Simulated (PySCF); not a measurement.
# Hg⁺ (mercury, charge +1) across methods

[Xe] 4f14 5d10 6p1, 2P determinant (an excited configuration). Calculation: PySCF 2.14, in x2c-TZVPPall (11s7p7d3f1g, 97 functions); the spin-free X2C one-electron Hamiltonian (Gaussian nucleus).

```json
{"method": "r2SCAN", "E (hartree)": "-19625.17", "mean ε 5d α (eV)": "-20.939", "mean ε 5d β (eV)": "-20.818", "mean ε 6p α (eV)": "-9.063", "Σ⟨r²⟩ (bohr²)": "55.46", "⟨S²⟩": "0.762"}
{"method": "PBE0", "E (hartree)": "-19624.91", "mean ε 5d α (eV)": "-22.549", "mean ε 5d β (eV)": "-22.416", "mean ε 6p α (eV)": "-9.488", "Σ⟨r²⟩ (bohr²)": "55.74", "⟨S²⟩": "0.757"}
{"method": "LDA", "E (hartree)": "-19613.19", "mean ε 5d α (eV)": "-20.889", "mean ε 5d β (eV)": "-20.751", "mean ε 6p α (eV)": "-9.023", "Σ⟨r²⟩ (bohr²)": "55.54", "⟨S²⟩": "0.753"}
{"method": "UHF", "E (hartree)": "-19619.35189", "mean ε 5d α (eV)": "-27.325", "mean ε 5d β (eV)": "-27.242", "mean ε 6p α (eV)": "-10.685", "Σ⟨r²⟩ (bohr²)": "56.84", "⟨S²⟩": "0.764"}
{"method": "PBE", "E (hartree)": "-19625.16", "mean ε 5d α (eV)": "-20.639", "mean ε 5d β (eV)": "-20.497", "mean ε 6p α (eV)": "-8.907", "Σ⟨r²⟩ (bohr²)": "55.76", "⟨S²⟩": "0.755"}
```

Spin-orbit coupling, absent here, splits the open shell strongly.
